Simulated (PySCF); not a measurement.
How methods differ on the ionisation energy of Tb³⁸⁺

Tb³⁸⁺ [Ar] 3d9 [3d3/2^4 3d5/2^5, M_J = 5/2] → Tb³⁹⁺ [Ar] 3d8 [3d3/2^4 3d5/2^4, M_J = 4], as a difference of total energies. Computed with PySCF 2.14 in an even-tempered Gaussian basis (16 s from 7.7 bohr⁻², ratio 2.8; 13 p from 10 bohr⁻², ratio 2.8; 8 d from 10 bohr⁻², ratio 2.8; 3 f from 39 bohr⁻², ratio 3), with the two-component X2C-1e Hamiltonian. Correlated levels: [Ne] frozen; the 80 highest virtual spinors dropped. "Screened" scales the spin-orbit matrix elements by Boettger's factors to mimic the two-electron term; Breit and QED terms are absent.

| method | ionisation energy (eV) |
| --- | --- |
| GHF (spin-free) | 2865.8 |
| GMP2 (spin-free) | 2867.2 |
| GHF (screened spin-orbit) | 2852.9 |
| GMP2 (screened spin-orbit) | 2854.3 |

Breit and QED terms and the two-electron picture change are absent.

The spin-free rows relax to the high-spin LS determinant and lack the spin-orbit shift.

The labels give the starting determinants; with spin-orbit coupling the two ends relaxed to ⟨J²⟩ = 8.75, ⟨L²⟩ = 6.03, ⟨S²⟩ = 0.78 and ⟨J²⟩ = 20.00, ⟨L²⟩ = 12.87, ⟨S²⟩ = 1.82.

For comparison: 2852 ± 4 eV (theoretical estimate listed by NIST; NIST Atomic Spectra Database, ionization energies).
